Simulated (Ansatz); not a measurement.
`CO[Si]N` + HBr → `N[Si]Br` + CH₃OH at 298.15 K and 1 bar (ligand exchange at the Si–O bond).

Computed with Ansatz on PBE0-D4/def2-TZVP structures; ΔE is electronic, products minus reactants. CBS: MP2 limit from def2 TZ/QZ plus the TZ coupled-cluster correction, frozen cores. This one scheme is used for every species. For Br outer-core shells are correlated without core-valence functions, which leaves a few kJ/mol of doubt a bond. Scalar relativity is left out up to krypton. One conformer a species, not always the lowest.

```tsv
species	CCSD(T)/CBS energy (Eh)	H − E (kJ/mol)	S (J/(mol·K))
`CO[Si]N`	-460.05109	198.6	314.6
HBr	-2573.91920	24.6	198.6
`N[Si]Br`	-2918.35423	86.0	293.9
CH₃OH	-115.61712	146.3	238.2
```

H − E and S are ideal-gas, rigid-rotor, harmonic terms from PBE0-D4/def2-TZVP, for one conformer and one mirror image of each species. 1 Eh = 2625.50 kJ/mol, R = 8.31446 J/(mol·K).

Problem. By hand: ΔE, ΔH, ΔS and ΔG.

Solution. ΔE = (-2918.35423) + (-115.61712) − (-460.05109) − (-2573.91920) = -0.00106 Eh = -2.8 kJ/mol. Δ(H − E) = 86.0 + 146.3 − 198.6 − 24.6 = 9.1, so ΔH = 6.3 kJ/mol. ΔS = 293.9 + 238.2 − 314.6 − 198.6 = 18.9 J/(mol·K). ΔG = 6.3 − 298.15 × (18.9)/1000 = 0.7 kJ/mol.

Problem. By hand: the equilibrium constant, and the temperature at which ΔG would vanish if ΔH and ΔS stayed fixed.

Solution. log₁₀ K = −ΔG/(RT ln 10) = -0.1. ΔG = 0 at ΔH/ΔS = 333 K, though so small a ΔH makes that figure unsure.

TΔS isn't small against ΔH here. The sign of ΔG lies within the doubt. A doubt of 5 kJ/mol in ΔE shifts log₁₀ K by 0.9 here. Other conformers and mirror images would add mixing entropy, several J/(mol·K) or more a flexible species. These are equilibria of isolated gas molecules and say nothing of rates. Largest T1 diagnostic: 0.013 (customary marks: 0.02 for closed shells, 0.045 for open ones).
